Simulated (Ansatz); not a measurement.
Calculated with Ansatz (gas phase, PBE0-D4/def2-TZVP geometries, no zero-point term in ΔE). CCSD(T)/CBS adds triple-zeta CCSD(T) − MP2 to the extrapolated MP2 energy (def2 sets, frozen cores). This one scheme is used for every species. Functionals use def2-TZVPP. def2 core potentials past Kr. For Sn outer-core shells are correlated without core-valence functions, which leaves a few kJ/mol of doubt a bond. One conformer a species, not always the lowest.

Consider the hydrogenolysis of a C–F bond: `C[CH](F)[SnH2][F]` + H₂ → `C[CH2][SnH2][F]` + H–F.

Is it downhill or uphill in electronic energy at CCSD(T)/CBS, and by how much? (Estimate.)

Computed: Downhill: ΔE = -1.25 eV.

What do these levels give: PBE-D4, r2SCAN-D4, PBE0, CCSD(T)/def2-TZVPP, HF/def2-QZVPP, MP2/CBS(def2)? (Best estimate.)

Computed: PBE-D4 -1.05, r2SCAN-D4 -1.06, PBE0 -1.18, CCSD(T)/def2-TZVPP -1.23, HF/def2-QZVPP -1.25, MP2/CBS(def2) -1.33 eV.

Largest T1 diagnostic among the species: 0.013.

From PBE to PBE0 (25 % exact exchange), in def2-TZVPP and without D4, ΔE moves by −0.11 eV.
